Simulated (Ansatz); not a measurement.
One change: `OCN[SiH2]S` becomes `CBNCO`.

Ansatz, PBE0-D4/def2-TZVP geometries, multiplicity 1. Each molecule was computed in one conformer, which needn't be the lowest.

```csv
property,`OCN[SiH2]S`
LUMO energy (B3LYP/def2-TZVPP) / eV,-0.28
HOMO energy (PBE/def2-TZVPP) / eV,-5.97
HOMO energy (ωB97M-V/def2-TZVPP) / eV,-9.60
LUMO energy (ωB97M-V/def2-TZVPP) / eV,1.75
LUMO energy (PBE/def2-TZVPP) / eV,-0.90
HOMO–LUMO gap (ωB97M-V/def2-TZVPP) / eV,11.35
```

(1) What does the change do to each property? (Estimate.)

Results:

(1) Ansatz gave: 
```tsv
property	`CBNCO`	shift
LUMO energy (B3LYP/def2-TZVPP) / eV	0.23	0.51
HOMO energy (PBE/def2-TZVPP) / eV	-6.48	-0.51
HOMO energy (ωB97M-V/def2-TZVPP) / eV	-10.36	-0.76
LUMO energy (ωB97M-V/def2-TZVPP) / eV	2.15	0.40
LUMO energy (PBE/def2-TZVPP) / eV	-0.49	0.41
HOMO–LUMO gap (ωB97M-V/def2-TZVPP) / eV	12.51	1.16
```

With PBE0 the HOMO falls by 0.63 eV and the LUMO rises by 0.48 eV, so the gap widens by about 1.11 eV. PBE moves the HOMO by -0.51 eV and ωB97M-V by -0.76 eV.

B3LYP here is the variant with VWN-RPA as its local correlation; programs differ in this.
